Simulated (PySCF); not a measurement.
**Electron correlation in Ti (titanium, neutral)**

[Ar] 3d1 4s2 4p1, one real determinant (an excited configuration). All numbers are calculated (PySCF 2.14, the spin-free X2C one-electron Hamiltonian (Gaussian nucleus), in x2c-QZVPPall (11s7p5d3f2g, 96 functions)). Frozen: [Ne]; 12 electrons correlated.

MP2 pair energies summed by pair of shells (mhartree):

```tsv
pair	energy	share (%)
3p-3p	-142.06	44.8
3p-3d	-37.33	11.8
3s-3p	-35.93	11.3
3p-4s	-32.30	10.2
4s-4p	-19.13	6.0
4s-4s	-17.91	5.6
3d-4s	-8.35	2.6
3s-3s	-7.62	2.4
3s-3d	-6.34	2.0
3p-4p	-5.95	1.9
3s-4s	-2.72	0.9
3d-4p	-1.28	0.4
3s-4p	-0.46	0.1
```

Total MP2 correlation energy: -317.39 mhartree.

Same-spin part -84.08 and opposite-spin part -233.32 mhartree; SCS-MP2 scales them by 1/3 and 6/5 to -308.01 mhartree.

The basis was made for the ground configuration and has no added diffuse functions, which can raise the energy of the promoted electron.

The reference is one real determinant that mixes LS terms of this configuration.

This basis was not built for core-valence correlation, so the inner-shell part is incomplete.
